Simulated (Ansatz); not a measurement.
Start from `BB(C)CCl` and change one atom or group to get `CB([SiH3])CCl`.

Ansatz, PBE0-D4/def2-TZVP geometries, multiplicity 1. Each molecule was computed in one conformer, which needn't be the lowest. `CB([SiH3])CCl` holds a close contact that its SMILES doesn't draw: Cl···B 2.32 Å.

```
                               property  `BB(C)CCl`
  HOMO energy (ωB97M-V/def2-TZVPP) / eV      -10.23
HOMO–LUMO gap (ωB97M-V/def2-TZVPP) / eV       10.75
    LUMO energy (B3LYP/def2-TZVPP) / eV       -1.60
   HOMO–LUMO gap (PBE0/def2-TZVPP) / eV        6.55
     HOMO energy (PBE0/def2-TZVPP) / eV       -7.95
    HOMO energy (B3LYP/def2-TZVPP) / eV       -7.75
```

(1) Give the same properties after the change, and the shifts. (Estimate.)

## Answers

(1) Computed: 
```json
{"property": "HOMO energy (ωB97M-V/def2-TZVPP) / eV", "`CB([SiH3])CCl`": "-10.00", "shift": "0.23"}
{"property": "HOMO–LUMO gap (ωB97M-V/def2-TZVPP) / eV", "`CB([SiH3])CCl`": "10.82", "shift": "0.07"}
{"property": "LUMO energy (B3LYP/def2-TZVPP) / eV", "`CB([SiH3])CCl`": "-1.32", "shift": "0.28"}
{"property": "HOMO–LUMO gap (PBE0/def2-TZVPP) / eV", "`CB([SiH3])CCl`": "6.72", "shift": "0.17"}
{"property": "HOMO energy (PBE0/def2-TZVPP) / eV", "`CB([SiH3])CCl`": "-7.85", "shift": "0.10"}
{"property": "HOMO energy (B3LYP/def2-TZVPP) / eV", "`CB([SiH3])CCl`": "-7.67", "shift": "0.08"}
```

With PBE0 the HOMO rises by 0.10 eV and the LUMO rises by 0.27 eV, so the gap widens by about 0.17 eV. PBE moves the HOMO by -0.01 eV and ωB97M-V by 0.23 eV.

B3LYP here is the variant with VWN-RPA as its local correlation; programs differ in this.
